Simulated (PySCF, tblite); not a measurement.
C₁₀H₉N.
SMILES with atom numbers: `[CH2:1]=[CH:2][c:3]1[cH:4][cH:5][c:6]2[cH:7][cH:8][cH:9][n:10]2[cH:11]1` (hydrogens: H12, H13 on C1; H14 on C2; H15 on C4; H16 on C5; H17 on C7; H18 on C8; H19 on C9; H20 on C11)

Computed geometry: GFN2-xTB, gas phase.

(1) Give the optimised bond lengths and angles.

## Answers

(1) 
```
   bond  length (Å)
  C1=C2       1.328
  C2–C3       1.455
  C3–C4       1.426
  C4–C5       1.360
  C5–C6       1.407
  C6–C7       1.386
  C7–C8       1.398
  C8–C9       1.378
 C9–N10       1.353
N10–C11       1.354
 C3–C11       1.370
 C6–N10       1.396
 C1–H12       1.076
 C1–H13       1.076
 C2–H14       1.084
 C4–H15       1.077
 C5–H16       1.079
 C7–H17       1.072
 C8–H18       1.073
 C9–H19       1.073
C11–H20       1.081
```

A selection of angles:
```
     angle  degrees
  C1–C2–C3    126.8
  C2–C3–C4    123.0
 C2–C3–C11    118.7
 C4–C3–C11    118.3
  C3–C4–C5    120.6
  C4–C5–C6    120.2
  C5–C6–C7    134.5
 C5–C6–N10    118.2
 C7–C6–N10    107.4
  C6–C7–C8    107.2
  C7–C8–C9    108.2
 C8–C9–N10    108.4
C9–N10–C11    129.7
 C6–N10–C9    108.9
C6–N10–C11    121.5
C3–C11–N10    121.3
```

Dihedral angles: C1–C2–C3–C4 0° (synperiplanar).

Of the pairs four or more bonds apart, H12···H15 is among the closest relative to their van der Waals radii: 2.15 Å, 90 % of the sum of Bondi's values. The C–N distances run from 1.353 Å (C9–N10, aromatic) to 1.396 Å (C6–N10, aromatic), a spread of 0.043 Å. The 6-membered ring C3–C4–C5–C6–N10–C11 has internal angles of 118.2° to 121.5°; it is planar, 0.00 Å rms from its mean plane, widest ring torsion 0°. The 11 heavy atoms lie in one plane (0.000 Å rms). The 5-membered ring C6–C7–C8–C9–N10 has internal angles of 107.2° to 108.9° (sum 540°, against 540° for a flat polygon); it is planar, 0.00 Å rms from its mean plane, widest ring torsion 0°. N10 (pyrrole-type nitrogen) is planar (angles 129.7°, 121.5° and 108.9°, sum 360.0°, 0.00 Å off the plane of its three neighbours). The 9 C–C bonds span 1.328 Å (C1=C2, drawn double) to 1.455 Å (C2–C3, drawn single), a spread of 0.127 Å.

Point group: Cs (tolerance 0.08 Å). Its GFN2-xTB frequencies are all real (lowest 47 cm⁻¹). One conformer, not necessarily the lowest.
